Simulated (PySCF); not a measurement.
## TeOF₄, singlet: data card

Method: PySCF, PBE, basis Te def2-SVP with ECP28, O def2-SVP, F def2-SVP (scalar-relativistic core potentials, no spin–orbit coupling, density fitting).

The structure is a minimum.

```
Point group                                                                   : C2v
Bond lengths                                                                  : Te–F 1.919 Å (×2), Te–F 1.933 Å (×2), Te–O 1.814 Å
Bond angles                                                                   : F–Te–F 84.9° (×4), F–Te–F 105.9°, F–Te–F 163.1°, F–Te–O 98.4° (×2), F–Te–O 127.0° (×2)
Rotational constants                                                          : 0.0875, 0.07391, 0.06954 cm⁻¹
Principal polarisabilities                                                    : 32.5, 37.3, 40.7 bohr³
Zero-point energy                                                             : 29.0 kJ/mol
Atomisation energy without zero-point energy                                  : 1721 kJ/mol
Enthalpy at 298.15 K above 0 K                                                : 21.69 kJ/mol
Highest occupied level                                                        : -8.38 eV
Lowest empty level                                                            : -6.14 eV
Heat capacity Cp at 298.15 K                                                  : 104.9 J/(mol K)
Dipole moment                                                                 : 0.25 D
Rotational symmetry number                                                    : 2
Entropy at 298.15 K and 1 bar                                                 : 357.5 J/(mol K)
Principal quadrupole moments (Buckingham, traceless) about the centre of mass : -2.62, -1.53, 4.15 D Å
```

Harmonic modes (masses in u: Te 129.906, O 15.995, F 18.998):
```json
{"symmetry": "a1", "ω (cm⁻¹)": "96", "IR (km/mol)": "0.6"}
{"symmetry": "b1", "ω (cm⁻¹)": "104", "IR (km/mol)": "3.4"}
{"symmetry": "b1", "ω (cm⁻¹)": "229", "IR (km/mol)": "31.0"}
{"symmetry": "a1", "ω (cm⁻¹)": "258", "IR (km/mol)": "32.1"}
{"symmetry": "a2", "ω (cm⁻¹)": "266", "IR (km/mol)": "0.0"}
{"symmetry": "b2", "ω (cm⁻¹)": "273", "IR (km/mol)": "4.6"}
{"symmetry": "b2", "ω (cm⁻¹)": "280", "IR (km/mol)": "34.9"}
{"symmetry": "a1", "ω (cm⁻¹)": "587", "IR (km/mol)": "0.1"}
{"symmetry": "a1", "ω (cm⁻¹)": "618", "IR (km/mol)": "25.9"}
{"symmetry": "b1", "ω (cm⁻¹)": "644", "IR (km/mol)": "66.3"}
{"symmetry": "b2", "ω (cm⁻¹)": "645", "IR (km/mol)": "97.3"}
{"symmetry": "a1", "ω (cm⁻¹)": "847", "IR (km/mol)": "29.8"}
```

In C2v the vibrations span 5a1 + 3b1 + a2 + 3b2. The a2 mode carries no infrared intensity, as symmetry demands.

Charges (e):
```tsv
atom	Mulliken	Löwdin	polar tensor	Mayer order to Te1
Te1	1.54	1.36	2.36	–
O2	-0.38	-0.38	-0.46	1.69
F3,5	-0.30	-0.26	-0.47	0.87
F4,6	-0.28	-0.23	-0.48	0.89
```

Mulliken populations on Te1 (electrons outside its core potential): s 3.45, p 8.23, d 10.78.

Outer orbital energies (eV). occupied: -10.97, -10.74, -10.33, -10.17, -10.12, -9.92, -8.91, -8.38; empty: -6.14, -3.01, -0.91, -0.87.

Counting electrons, tellurium keeps none of its valence electrons outside its bonds, so the VSEPR class is AX5 and the expected shape is trigonal bipyramidal; with unlike ligands the computed point group is C2v.

Other isomers or separated fragments may lie lower.

The final relaxation and frequency run took of the order of 8 core-minutes on a shared host.
